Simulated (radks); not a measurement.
Values are calculated unless marked as measured or tabulated.
Problem. O+, configuration [He] 2s2 2p3. Level of theory: non-relativistic Kohn-Sham, LDA (Slater exchange, VWN5 correlation), spin-polarised, spherical densities, point nucleus; open shells are filled with parallel spins first; hard spherical wall at 8 bohr (a radial shooting solver on a logarithmic mesh with Libxc functionals). Some entries of the table are withheld. Estimate them.

| orbital | occ. | eigenvalue (hartree) | r(max) (bohr) | <1/r> (bohr^-1) |
|---|---|---|---|---|
| 1s up | 1 | -19.45115 | 0.1301 | 7.571 |
| 1s down | 1 | -19.35844 | 0.1299 | 7.596 |
| 2s up | 1 | -1.51277 | 0.8529 | 1.350 |
| 2s down | 1 | -1.30763 | 0.8711 | 1.296 |
| 2p up | 3 | -0.97196 | 0.7680 | (1) |
| 2p down | 0 | -0.76477 | 0.8037 | (2) |
| 3s up | 0 | -0.21601 | 3.215 | 0.3765 |
| 3s down | 0 | -0.19072 | 3.436 | 0.3566 |
| 3p up | 0 | -0.12106 | 3.719 | 0.3364 |
| 3p down | 0 | -0.09877 | 4.014 | 0.3272 |
| 3d up | 0 | -0.01227 | 4.161 | 0.2679 |
| 3d down | 0 | -0.00108 | 4.360 | 0.2554 |

Solution. 
(1) 2p up <1/r> (bohr^-1): 1.233
(2) 2p down <1/r> (bohr^-1): 1.159
